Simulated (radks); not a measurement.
Trend from Cu3+ to Au3+: ionisation energy by Delta-SCF between NIST ground configurations, and size. Method: non-relativistic Kohn-Sham, PBE, spin-polarised, spherical densities, point nucleus; open shells are filled with parallel spins first (spin-orbit coupling, left out, can overturn this in heavy ions); computed with a radial shooting solver on a logarithmic mesh with Libxc functionals.

| species | configuration | configuration of the ion | IE (eV) | NIST (eV) | kind | -e(HOMO) (eV) | outermost | <r> outermost (bohr) |
|---|---|---|---|---|---|---|---|---|
| Cu3+ | [Ar] 3d8 | [Ar] 3d7 | 58.371 | 57.38 | semi-emp. | 47.959 (3d) | 3d | 0.860 |
| Ag3+ | [Kr] 4d8 | [Kr] 4d7 | 51.163 | 49 | theory | 43.405 (4d) | 4d | 1.24 |
| Au3+ | [Xe] 4f14 5d8 | [Xe] 4f14 5d7 | 47.826 | 45 | theory | 40.878 (5d) | 5d | 1.42 |

Reference values: NIST Atomic Spectra Database (exp. = measured, semi-emp. = semi-empirical, theory = theoretical value adopted there). Relativity is left out here, which matters for elements this heavy. Open shells are spherical and high-spin; term and fine-structure splittings are not resolved.
